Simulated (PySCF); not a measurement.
This PySCF input asks for the NMR shieldings of `[SiH3]/C=C(/[SiH3])C1CCC1`, C6H14Si2; the geometry comes from GFN2-xTB.

```python
import basis_set_exchange as bse
import numpy as np
from pyscf import gto, dft
from pyscf.prop import nmr

atoms = """
Si   -1.666975   -1.871676    1.851941
C    -1.858539   -0.428055    0.658395
C    -0.892112    0.230909    0.009546
Si   -1.338874    1.680712   -1.125884
C     0.539651   -0.160120    0.167588
C     1.594720    0.960691    0.271656
C     2.413660    0.293239   -0.841476
C     1.254351   -0.678514   -1.100740
H    -1.014937   -3.012742    1.200194
H    -3.005059   -2.273275    2.294649
H    -0.881737   -1.470736    3.025613
H    -2.879580   -0.107118    0.480994
H    -1.231130    2.940674   -0.379567
H    -2.721414    1.514851   -1.581804
H    -0.455688    1.751958   -2.292767
H     0.632549   -0.875288    0.988454
H     2.088128    1.042574    1.238489
H     1.206775    1.937107   -0.010480
H     3.314469   -0.197915   -0.477736
H     2.680206    0.937893   -1.676152
H     1.506005   -1.736720   -1.088885
H     0.705124   -0.459064   -2.013658
"""
names = dict.fromkeys(["Si", "C", "H"], "pcSseg-1")
basis = {el: gto.basis.parse(bse.get_basis(n, elements=[el], fmt="nwchem")) for el, n in names.items()}
mol = gto.M(atom=atoms, basis=basis, charge=0, verbose=0)
mf = dft.RKS(mol, xc="PBE0")
mf.grids.level = 2
mf.grids.alignment = dft.numint.BLKSIZE   # the property module wants whole blocks of grid points
mf.conv_tol = 1e-9
mf.kernel()

calc = nmr.RKS(mf)   # GIAO
C = mf.mo_coeff
Co = C[:, mf.mo_occ > 0]
resp = mf.gen_response(singlet=True, hermi=2)
def vind(x):   # induced exchange potential for any number of trial vectors
    d = np.einsum("pi,xij,qj->xpq", C, 2 * x.reshape(-1, C.shape[1], Co.shape[1]), Co, optimize=True)
    return np.einsum("xpq,pi,qj->xij", resp(d - d.transpose(0, 2, 1)), C, Co, optimize=True).ravel()
mo1, _ = nmr.rhf.solve_mo1(calc, with_cphf=vind)
sigma = calc.kernel(mo1)
for i, s in enumerate(sigma):   # ppm
    print("%2d %-2s %9.2f" % (i, mol.atom_pure_symbol(i), np.trace(s) / 3))
```

Q: What are the results?

A: 
```
 0 Si    441.64
 1 C      48.07
 2 C      12.17
 3 Si    428.43
 4 C     141.89
 5 C     160.12
 6 C     169.89
 7 C     159.53
 8 H      27.52
 9 H      27.81
10 H      27.43
11 H      25.43
12 H      27.32
13 H      27.75
14 H      27.15
15 H      28.41
16 H      29.34
17 H      29.59
18 H      29.62
19 H      29.74
20 H      29.35
21 H      29.65
```

These numbers come from an equivalent density-fitted implementation of the same equations, which agrees with the script to about 0.01 ppm for H and up to a few tenths of a ppm for heavy atoms, so last digits may differ.

Size and cost of the density-fitted run: 220 basis functions, 36 s wall time on 1 thread of an Arm Neoverse V2, shared host.
